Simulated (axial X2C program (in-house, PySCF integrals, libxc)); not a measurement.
**Worked dissociation energy of RhF⁺: MP2, spin-free**

All values were computed with an axial X2C code built on PySCF integrals. Spin-free means the one-electron spin-free X2C Hamiltonian. Basis: Rh dyall-cv3z [12s12p8d5f3g], F dyall-av3z [7s6p3d2f] (cores contracted in-house); Gaussian nuclei, density fitting, unrestricted open shells. Masses: Rh 102.906 u, F 18.998 u.

Molecular state: M_S = 3/2, Λ = 0 (beyond evenly filled blocks: σα, π+α, π-α).

Correlated methods: 15 electrons correlated (number of frozen shells: Rh 4 s, 3 p, 1 d; F 1 s), 279 virtual spin orbitals or spinors in MP2.

- E(Rh+) (2M_S = 2, M_L = 2): -4781.237197 hartree
- E(F) (2M_S = 1, M_L = 0): -99.714646 hartree
- E(RhF⁺) at Re: -4881.027964 hartree
- ωe: 756.9 cm⁻¹
- ωexe: 3.19 cm⁻¹

Question: Work out De and D0.

Answer: De = -4781.237197 + (-99.714646) − (-4881.027964) = 0.07612 hartree = 2.071 eV. The zero-point energy is ωe/2 − ωexe/4 = 378 cm⁻¹ = 0.047 eV, so D0 = 2.025 eV.

One determinant describes the state; a PBE0 search over occupations chose it and may have missed a lower one. Dissociation energies refer to the lowest single-determinant-based atoms at the same level and basis. Other states lie close and PBE0, whose exact exchange favours high spin, may order them wrongly; the determinant shown need not be the ground state. The nearest other spin-free determinant of the search, M_S = 3/2, Λ = 3, lies 0.33 eV up at the distance of the search.

Each atomic determinant is the lowest at this level and need not be a pure term. Totals compare only within one Hamiltonian and basis.
